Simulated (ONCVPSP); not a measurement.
## Configuration tests for calcium (ONCV)

ONCVPSP 4.0.1 input, shortened (lines: element, Z, core and valence counts, functional; n l f; lmax; l rc ep ncon nbas qcut; lloc lpopt rc5 dvloc0; l nproj debl; icmod fcfact rcfact), PBE, scalar-relativistic:

```
  Ca 20.00    3    3        4      upf
    1    0    2.00
    2    0    2.00
    2    1    6.00
    3    0    2.00
    3    1    6.00
    4    0    2.00
    2
    0    1.55    0.00    4    7    6.30
    1    1.55    0.00    5   10   10.20
    2    1.65    0.40    4    7    6.90
    4    5    1.20    0.00
    0    3    2.90
    1    1    3.40
    2    2    2.40
    0    0.00    0.00
```

In the d channel the program set the typed energies aside and used 0.050, 2.450 Ha.

Energies are relative to the spin-unpolarised reference configuration 3s2 3p6 4s2; without spin polarisation the order of configurations can differ from experiment.

| valence configuration | charge | ΔE all-electron (eV) | error AE − PS (meV) |
| --- | --- | --- | --- |
| 3s2 3p6 4s1 | +1 | 6.309 | -0.2 |
| 3s1 3p6 4s2 | +1 | 54.229 | -36 |

**Question.** What are ΔE and the potential's error for 3s2 3p6 4s1.5?

**Answer.** ΔE = 2.504 eV all-electron; the error (AE − PS) is -0.1 meV.

**Question.** What are ΔE and the potential's error for 3s2 3p6 4s0?

**Answer.** ΔE = 18.130 eV all-electron; the error (AE − PS) is -0.8 meV.

Levels in the configuration 3s2 3p6 4s0:

```
level  all-electron (eV)  pseudo (eV)
   3s            -62.236      -62.241
   3p            -43.060      -43.061
```
